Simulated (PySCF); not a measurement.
Bond length, frequency and bond energy of SrLi by level of theory

State: ²Σ⁺ (doublet), unpaired electrons σ ↑. Set-up: basis Sr x2c-SVPall, Li x2c-SVPall; spin-free X2C with a Gaussian nucleus; PySCF 2.14. De refers to Sr + Li in their ground configurations, without counterpoise correction. The functionals are run spin-unrestricted. A positive dipole means Sr(−)Li(+). Levels whose curve was spin-contaminated or gave no clean fit are not listed.

| Level | Re (Å) | ωe (cm⁻¹) | De (eV) | μ (D) |
| --- | --- | --- | --- | --- |
| ROHF-CCSD(T) | 3.697 | 157 | 0.246 | n/a |
| PBE | 3.612 | 179 | 0.392 | -0.20 |
| r²SCAN | 3.645 | 182 | 0.439 | 0.25 |
| B3LYP | 3.652 | 166 | 0.259 | -0.07 |
| PBE0 | 3.630 | 179 | 0.365 | 0.03 |
| M06 | 3.644 | 178 | 0.300 | 0.79 |
| LC-ωPBE | 3.591 | 196 | 0.382 | 0.55 |
| B2PLYP | 3.710 | 154 | 0.209 | -0.14 |

The bond length runs from 3.591 Å (LC-ωPBE) to 3.710 Å (B2PLYP). De spans 0.21 eV (B2PLYP, double hybrid) to 0.44 eV (r²SCAN, meta-GGA).

Correlated steps freeze 9 core orbitals. The bond is weak. Basis-set superposition, not corrected here, can be much of De in a small basis, most of all at correlated wavefunction levels. Functionals without a dispersion term scatter widely for such bonds, and LDA overbinds them. Spin–orbit coupling is left out. B2PLYP dipoles, levels and charges come from its SCF part alone. The state was picked by a PBE0 search and need not be the measured ground state.

The whole job (state search and all levels along the bond) took about 4.3 min on 1 thread of Oxide Virtual Turin-like (shared host), peak memory 0.9 GiB.
